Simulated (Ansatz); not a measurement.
Reaction (atomization): `C[BH][AlH][AlH2]` → 2 Al• + B• + C• + 7 H•

Calculated with Ansatz (gas phase, PBE0-D4/def2-TZVP geometries, no zero-point term in ΔE). CCSD(T)/CBS is the MP2 limit (def2-TZVPP, def2-QZVPP) plus CCSD(T) − MP2 in def2-TZVPP, frozen cores. This one scheme is used for every species, atoms too. DFT in def2-TZVPP. Open shells (•) are unrestricted, without spin–orbit coupling. Spin–orbit coupling would lower the free atoms: a little for Al, B, C. Each species was taken in one conformer, which may not be the lowest.

CCSD(T)/CBS gives +3277.2 kJ/mol.

Q: Another level gave +3223.7 kJ/mol. Which?
A. r2SCANh-D4/def2-TZVPP
B. SCS-MP2/def2-TZVPP
C. BHLYP/def2-TZVPP
D. r2SCAN0/def2-TZVPP

A: C. BHLYP 3223.7, SCS-MP2/def2-TZVPP 3218.9, r2SCANh-D4 3294.0, r2SCAN0 3274.5 kJ/mol.

Largest T1 diagnostic among the species: 0.018.

In def2-TZVPP, CCSD(T) changes the Hartree–Fock value by +662.0 kJ/mol (the triples alone add +29.1 kJ/mol) and MP2 by +654.5 kJ/mol; breaking electron pairs costs correlation energy, which Hartree–Fock lacks. The D4 term adds +27.7 kJ/mol with B3LYP and +14.7 kJ/mol with PBE0; it sums over pairs of atoms, weighted by their polarisabilities, and B3LYP, whose exchange is more repulsive, gets the larger term.

B3LYP here is the variant with VWN-RPA as its local correlation; programs differ in this.

For atomizations the MP2-based limit and the directly extrapolated one differ by several kJ/mol either way, and by 10 to 25 for some Ge, Se and Sn compounds, so smaller differences from it don't rank the levels.
